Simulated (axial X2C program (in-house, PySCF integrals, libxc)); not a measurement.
GeSe⁻: cheaper levels and CCSD(T), with spin–orbit coupling

Calculated with an axial X2C code built on PySCF integrals. Two-component (2c) means X2C with spin–orbit coupling and atomic mean-field two-electron Coulomb and Gaunt terms. Basis: Se dyall-acv3z [9s10p7d5f1g], Ge dyall-acv3z [10s10p8d5f1g] (cores contracted in-house); Gaussian nuclei, density fitting, unrestricted open shells. Masses: Se 79.917 u, Ge 73.921 u.

State: Ω = 1/2 (⟨Sz⟩ = -0.50, ⟨Lz⟩ = 1.00 at HF); fragments Se- + Ge.

| level | Re (Å) | ωe (cm⁻¹) |
| --- | --- | --- |
| PBE0 | 2.246 | 329.9 |
| HF | 2.249 | 337.8 |
| CCSD | 2.261 | 331.4 |
| PW91 | 2.272 | 310.6 |

Correlated methods: 11 electrons correlated (number of frozen shells: Se 3 s, 2 p, 1 d; Ge 3 s, 2 p, 1 d), 313 virtual spin orbitals or spinors in MP2, 90 natural virtuals in coupled cluster.

CCSD(T), same Hamiltonian and basis:

Re = 2.271 Å, ωe = 324.4 cm⁻¹; T1 = 0.026 (Lee–Taylor normalisation).

Question: Give the differences from CCSD(T) in the columns below.

Answer: 

| level | ΔRe (Å) | Δωe (cm⁻¹) |
| --- | --- | --- |
| PBE0 | -0.025 | 6 |
| HF | -0.022 | 13 |
| CCSD | -0.010 | 7 |
| PW91 | 0.001 | -14 |

One determinant describes the state; a PBE0 search over occupations chose it and may have missed a lower one. De is not given where an atomic determinant may have missed its ground term or J level, or where the truncated virtual space spoils (T). Density functionals use the spin component along the axis (collinear). CCSD and (T) use frozen natural virtuals with an MP2 correction for the truncation; (T) itself is uncorrected, so its De runs slightly low. Without a current term, density functionals place determinants with orbital angular momentum somewhat too high. Some points did not converge and are left out. The highest occupied level of some functionals is positive through self-interaction error; at Hartree–Fock it is bound. With the outer-core shells frozen, correlated bond lengths of heavy atoms tend to come out a few hundredths of an ångström too long.
